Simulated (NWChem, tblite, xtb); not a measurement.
**C2H5BBrF (SMILES CCB(F)Br): methods side by side**

C2H5BBrF has 10 atoms, charge 0, and is taken as a singlet. SMILES: `CCB(F)Br`. The coordinates come from a PBE0-D4/def2-TZVP relaxation. This is one conformer, not always the lowest.

```xyz
10

C    -1.2169   -0.3591    0.0293
C     0.2949   -0.4560   -0.1377
B     1.0798    0.8635    0.1125
F     0.4809    1.9854    0.4537
Br    2.9985    0.9413   -0.0604
H    -1.6477    0.3695   -0.6605
H    -1.4865   -0.0455    1.0399
H    -1.6981   -1.3207   -0.1598
H     0.5602   -0.8104   -1.1419
H     0.7180   -1.2192    0.5279
```

Each level gives the dipole moment (D). The values are calculated.

```csv
level,kind,program,value (D),CPU time
GFN2-xTB,semi-empirical,xtb,4.02,under 2 s
GFN0-xTB,semi-empirical,xtb,2.36,under 2 s
GFN1-xTB,semi-empirical,xtb,1.96,under 2 s
IPEA1-xTB,semi-empirical,tblite,2.52,under 2 s
HF/STO-3G,Hartree–Fock,NWChem,1.67,6.1 s
HF/6-311G**,Hartree–Fock,NWChem,2.02,48 s
B3LYP/6-31G* (spherical functions),global hybrid,NWChem,1.79,36 s
B3LYP/6-31G* (Cartesian functions),global hybrid,NWChem,1.79,37 s
TPSSh/def2-SVP,hybrid meta-GGA,NWChem,1.66,33 s
```

All-electron rows without a relativistic Hamiltonian named are non-relativistic. The values span 1.66 to 4.02 D. Magnitudes only. Sets without polarisation functions give poor dipoles. CPU times are rough (shared hosts, several kinds of processor and program).
